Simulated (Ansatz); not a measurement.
`BCC(O)=S` + `[OH][AlH][Cl]` → `BC[O][AlH][Cl]` + `OC=S`  (substitution at a C–C bond)

Program: Ansatz. Geometries: PBE0-D4/def2-TZVP. ΔE: electronic, gas phase. CCSD(T)/CBS adds triple-zeta CCSD(T) − MP2 to the extrapolated MP2 energy (def2 sets, frozen cores). This one scheme is used for every species. DFT in def2-TZVPP. Each species was taken in one conformer, which may not be the lowest.

| level | ΔE (kcal/mol) |
| --- | --- |
| ωB97M-V | 20.1 |
| PBE0 | 20.6 |

Problem. What does CCSD(T)/CBS give? (An estimate is asked.)

Solution. Computed: +21.3 kcal/mol. The listed levels differ from it by -1.2, -0.7 kcal/mol.

Largest T1 diagnostic among the species: 0.018.

From PBE to PBE0 (25 % exact exchange), in def2-TZVPP and without D4, ΔE moves by +0.9 kcal/mol. In def2-TZVPP, CCSD(T) changes the Hartree–Fock value by +2.7 kcal/mol (the triples alone add +0.4 kcal/mol) and MP2 by +4.8 kcal/mol.
